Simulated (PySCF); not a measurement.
**Sc (scandium, neutral) across methods**

[Ar] 3d3, high-spin 4F determinant (an excited configuration). Calculation: PySCF 2.14, in aug-cc-pVDZ-DK; the spin-free X2C one-electron Hamiltonian (Gaussian nucleus). The B2PLYP total includes its PT2 part (frozen core); its orbital energies are those of the SCF part.

```csv
method,E (hartree),mean ε 3p α (eV),mean ε 3p β (eV),mean ε 3d α (eV),Σ⟨r²⟩ (bohr²),⟨S²⟩
PBE,-763.850,-29.776,-28.320,-1.209,50.96,3.750
LDA,-762.084,-29.753,-28.355,-1.238,50.10,3.750
r2SCAN,-764.023,-30.570,-28.770,-1.142,49.26,3.751
wB97X,-764.039,-34.291,-32.555,-3.339,46.04,3.751
B3LYP,-764.079,-31.770,-30.038,-1.691,48.50,3.750
TPSS,-764.090,-29.999,-28.462,-1.108,50.79,3.750
PBE0,-763.871,-32.297,-30.386,-1.807,47.81,3.751
UHF,-763.11140,-39.641,-36.284,-3.626,44.61,3.752
```

Question: Estimate the same row for B2PLYP.

Answer: E (hartree) = -763.808; mean ε 3p α (eV) = -34.956; mean ε 3p β (eV) = -32.551; mean ε 3d α (eV) = -2.396; Σ⟨r²⟩ (bohr²) = 46.39; ⟨S²⟩ = 3.751.
